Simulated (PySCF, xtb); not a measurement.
C3H6, SMILES C1CC1.

GFN2-xTB (xtb) at its own geometry gives an orbital gap of 10.18 eV and a dipole moment of 0.00 D.

Geometry: PBE0-D3(BJ)/def2-TZVP.

What does PySCF with HF/def2-TZVPD give? (An estimate is asked for; the answer gives what the named calculation found.)

gap 13.74 eV (levels -11.45 and 2.29 eV), dipole 0.00 D.
